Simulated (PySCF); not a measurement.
# Which orbitals make which state

Cu(NH3)(SiH3) (singlet state).
Cartesian coordinates in Å at the PBE0-D3(BJ)/def2-SVP level; atoms count from 1:
```
atom  x, y, z in Å
Cu1    0.0017   -0.0012    0.1994
N2    -0.0018   -0.0134    2.2034
H3    -0.9336   -0.1876    2.5829
H4     0.3141    0.8762    2.5926
H5     0.6115   -0.7362    2.5830
Si6    0.0022    0.0126   -2.0625
H7     1.3199    0.3870   -2.6980
H8    -0.9781    0.9727   -2.6930
H9    -0.3361   -1.3101   -2.7079
```

Level of theory: TDDFT PBE0/def2-SVPD, vertical, gas phase, core orbitals frozen in the response (PySCF).

Orbital energies (eV): HOMO-3 -7.33, HOMO-2 -7.33, HOMO-1 -7.23, HOMO -5.87, LUMO -0.82, LUMO+1 0.10, LUMO+2 0.10.

Q: Among the lowest singlets, which states do these configurations lead, and at what energies: HOMO→LUMO, HOMO-1→LUMO?

A: 

| state | leading configuration | weight | Δε (eV) | E (eV) | E − Δε (eV) | f | other configurations |
| --- | --- | --- | --- | --- | --- | --- | --- |
| S1 | HOMO→LUMO | 0.98 | 5.05 | 4.23 | -0.82 | 0.142 | – |
| S8 | HOMO-1→LUMO | 0.93 | 6.41 | 5.31 | -1.10 | 0.020 | – |

E − Δε runs from -1.10 to -0.82 eV. Among themselves, these states come in the order of their orbital differences. Δε is the difference of the two orbital energies.

H and L stand for HOMO and LUMO. The other states: S2 4.99 eV, f 0.122, H→L+1/L+2 (≥83%); S3 4.99 eV, f 0.122, H→L+1/L+2 (≥83%); S4 5.12 eV, f 0.0017, H-3/H-2→L (≥67%), H-4→L (28%); S5 5.12 eV, f 0.0017, H-3/H-2→L (≥66%), H-5→L (29%); S6 5.16 eV, f 0.015, H-5→L (62%), H-3/H-2→L (≥23%); S7 5.16 eV, f 0.015, H-4→L (62%), H-3/H-2→L (≥22%); S9 5.64 eV, f 0.0000, H-5→L+1/L+2 (≥21%), H-4→L+1/L+2 (≥21%), H-3/H-2→L+1/L+2 (≥14%); S10 5.64 eV, f 0.0000, H-5→L+1/L+2 (≥22%), H-4→L+1/L+2 (≥22%), H-3/H-2→L+1/L+2 (≥14%); S11 5.74 eV, f 0.0005, H-1→L+1/L+2 (≥64%); S12 5.74 eV, f 0.0004, H-1→L+1/L+2 (≥65%); S13 5.77 eV, f 0.0019, H-3/H-2→L+1/L+2 (≥48%), H-1→L+1/L+2 (≥23%); S14 5.77 eV, f 0.0019, H-3/H-2→L+1/L+2 (≥47%), H-1→L+1/L+2 (≥24%).

Q: Pair triplets and singlets of the same leading configuration (75% or more in both) and give the splittings.

A: 

```
configuration  triplet  E(T) (eV)  singlet  E(S) (eV)  E(S) − E(T) (eV)
    HOMO→LUMO       T1       3.83       S1       4.23             +0.40
  HOMO-1→LUMO       T4       4.88       S8       5.31             +0.43
```

The 4 triplets are Tamm–Dancoff values, the singlets full response.

All these states lie below the vertical ionisation energy of 7.92 eV (ΔSCF).
